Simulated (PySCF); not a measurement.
CH₄BClFN, SMILES CNB(F)Cl. Atoms are numbered in the order given.

```xyz
9

B      0.2243    -0.1056     0.0000
Cl    -0.3617    -1.7829     0.0000
F      1.5412     0.1042     0.0000
N     -0.6721     0.9611     0.0000
C     -0.3109     2.3643     0.0000
H     -1.6660     0.7594     0.0000
H     -0.6958     2.8859     0.8929
H     -0.6958     2.8859    -0.8929
H      0.7835     2.4548     0.0000
```

Geometry optimised at r2SCAN-D4/def2-SVP. The structure was generated by enumeration, and PubChem lists no compound with its InChIKey, so it may never have been made. The values are those of a single conformer.

Two levels are set side by side: PBE/pcSseg-1 (PySCF) and PBE0/pcSseg-1 (PySCF). GIAO shifts against BF3 (¹¹B), CFCl3 (¹⁹F), HCl (³⁵Cl), NH3 (¹⁵N), TMS (¹H), TMS (¹³C) at the same level; non-relativistic, no solvent, atoms listed together averaged. Without spin–orbit terms, shifts of atoms bonded to Cl or Br come out too high at both levels. Differences are taken from unrounded values.

| quantity | PBE0 |
|---|---|
| δ(¹¹B) of B1 (ppm) | 14.0 |
| δ(³⁵Cl) of Cl2 (ppm) | 59.0 |
| δ(¹⁹F) of F3 (ppm) | -113.8 |
| δ(¹⁵N) of N4 (ppm) | 90.6 |
| δ(¹³C) of C5 (ppm) | 31.4 |
| δ(¹H) of H6 (ppm) | 3.08 |

Question: What does PBE give, and how far is it from PBE0? (An estimate is asked for; the answer gives what the named calculation found.)

Answer: 
| quantity | PBE | PBE minus PBE0 |
|---|---|---|
| δ(¹¹B) of B1 (ppm) | 13.3 | -0.7 |
| δ(³⁵Cl) of Cl2 (ppm) | 71.7 | 12.8 |
| δ(¹⁹F) of F3 (ppm) | -130.5 | -16.7 |
| δ(¹⁵N) of N4 (ppm) | 98.3 | 7.6 |
| δ(¹³C) of C5 (ppm) | 32.3 | 1.0 |
| δ(¹H) of H6 (ppm) | 3.11 | 0.03 |

Rough cost on one machine, each run with all the roots and properties that it gave: PBE0 against PBE within a factor of 2.
